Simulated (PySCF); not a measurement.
SMILES [Si](Cl)(C)(C)Cl, singlet, PBE0/def2-SVP optimised geometry.

```
11

C      1.07    -0.47     0.00
Si    -0.79    -0.47     0.00
C     -1.57    -1.35    -1.44
Cl    -1.45    -1.35     1.75
Cl    -1.45     1.50     0.00
H      1.45     0.02    -0.91
H      1.45     0.07     0.88
H      1.45    -1.50     0.03
H     -2.66    -1.32    -1.37
H     -1.26    -0.88    -2.39
H     -1.25    -2.41    -1.45
```

Density from PBE0/def2-TZVP run with PySCF at that geometry.

Minimum of the electron density along straight lines between bonded atoms, close to the bond critical point (lines longer than 1.1 times the sum of covalent radii, or with two minima, are not listed):

| bond | length / Å | ρ at the minimum / e bohr⁻³ | ∇²ρ there / e bohr⁻⁵ | position (fraction from the first atom) |
|---|---|---|---|---|
| C1–Si2 | 1.859 | 0.128 | 0.17 | 0.61 |
| Si2–C3 | 1.859 | 0.128 | 0.17 | 0.39 |
| Si2–Cl4 | 2.074 | 0.096 | 0.20 | 0.36 |
| Si2–Cl5 | 2.074 | 0.096 | 0.20 | 0.36 |
| C1–H6 | 1.101 | 0.266 | -0.87 | 0.64 |
| C1–H7 | 1.100 | 0.268 | -0.88 | 0.64 |
| C1–H8 | 1.101 | 0.266 | -0.87 | 0.64 |
| C3–H9 | 1.100 | 0.268 | -0.88 | 0.64 |
| C3–H10 | 1.101 | 0.266 | -0.87 | 0.64 |
| C3–H11 | 1.101 | 0.266 | -0.87 | 0.64 |
